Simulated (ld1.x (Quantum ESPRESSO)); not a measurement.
## Varying the ultrasoft potential for B

Base potential:

ld1.x (Quantum ESPRESSO) 7.5 input, shortened:

```
&input
   title='B', zed=5., rel=0, dft='PBE', iswitch=3,
   config='[He] 2s2 2p1'
 /
 &inputp
   pseudotype=3, tm=.true., lloc=-1, rcloc=3.40,
   nlcc=.true., rcore=1.80,
   which_augfun='PSQ', rmatch_augfun_nc=.true.
 /
4
2S  1  0   2.00   0.00  1.30  1.75  0.0
2S  1  0   0.00  -0.20  1.30  1.75  0.0
2P  2  1   1.00   0.00  3.10  3.50  0.0
2P  2  1   0.00   3.15  3.10  3.50  0.0
 &test
   configts(1)='2s2 2p1'
 /
```

Cutoffs, loose and tight: the cutoffs (Ry, on a coarse ladder) from which the occupation-weighted sum of valence levels, in a spherical-Bessel basis at the reference potential, stays within 10 and 1 mRy of its value at 400 Ry. They do not see the model core or the augmentation charge, which bear on the density cutoff. Test errors are all-electron minus pseudo excitation energies from the reference, over the configurations 2s2 2p0; 2s1 2p0; 2s2 2p0.5; 2s2 2p1.3; 2s1 2p1; 2s1 2p2; 2s0 2p3. A dash means not determined; rows that change the core or the reference have their own tests. The largest error is taken over the tests solved by every variant that gives reliable tests at all: 2s0 2p3; 2s1 2p0; 2s1 2p2; 2s2 2p0; 2s2 2p0.5; 2s2 2p1.3.

Cutoffs are not given where the Bessel-basis levels miss the radial ones by over 6 mRy, ghosts where they miss by over 20 mRy; a channel whose overlap is not positive is not tested.

A file whose overlap is not positive is unfit for use, and its test errors describe a broken file.

| change | outcome | bound ghosts | largest test error (meV) |
| --- | --- | --- | --- |
| base | generated, overlap not positive | not determined (overlap not positive) | -506 |
| waves 2p (bound): rcut 2.18, rcutus 2.32 bohr; 2p channel at 3.15 Ry: rcut 2.18, rcutus 2.32 bohr | generated, overlap not positive | not determined (overlap not positive) | +34 |
| waves 2p (bound): rcut 2.48, rcutus 2.62 bohr; 2p channel at 3.15 Ry: rcut 2.48, rcutus 2.62 bohr | generated, overlap not positive | not determined (overlap not positive) | +31 |
| waves 2p (bound): rcut 2.76, rcutus 2.92 bohr; 2p channel at 3.15 Ry: rcut 2.76, rcutus 2.92 bohr | generated, overlap not positive | not determined (overlap not positive) | +23 |
| waves 2p (bound): rcut 3.10, rcutus 3.98 bohr; 2p channel at 3.15 Ry: rcut 3.10, rcutus 3.98 bohr | generated, overlap not positive | not determined (overlap not positive) | +120 |
| waves 2p (bound): rcut 3.10, rcutus 4.18 bohr; 2p channel at 3.15 Ry: rcut 3.10, rcutus 4.18 bohr | generated, overlap not positive | not determined (overlap not positive) | +124 |
| waves 2p (bound): rcut 3.10, rcutus 4.56 bohr; 2p channel at 3.15 Ry: rcut 3.10, rcutus 4.56 bohr | generated, overlap not positive | not determined (overlap not positive) | +126 |
| waves 2p (bound): rcut 3.10, rcutus 4.92 bohr; 2p channel at 3.15 Ry: rcut 3.10, rcutus 4.92 bohr | generated, overlap not positive | not determined (overlap not positive) | +122 |
| waves 2p (bound): rcut 3.10, rcutus 5.30 bohr; 2p channel at 3.15 Ry: rcut 3.10, rcutus 5.30 bohr | generated, overlap not positive | not determined (overlap not positive) | +115 |

(1) What comes out with this change to the base: waves 2p (bound): rcut 3.10, rcutus 3.56 bohr; 2p channel at 3.15 Ry: rcut 3.10, rcutus 3.56 bohr?

(2) What comes out with this change to the base: waves 2p (bound): rcut 3.02, rcutus 3.20 bohr; 2p channel at 3.15 Ry: rcut 3.02, rcutus 3.20 bohr?

Results:

(1) outcome: generated, overlap not positive; bound ghosts: not determined (overlap not positive); largest test error (meV): +141. A file whose overlap is not positive is unfit for use, and its test errors describe a broken file.

(2) outcome: generated, overlap not positive; bound ghosts: not determined (overlap not positive); largest test error (meV): +18. A file whose overlap is not positive is unfit for use, and its test errors describe a broken file.
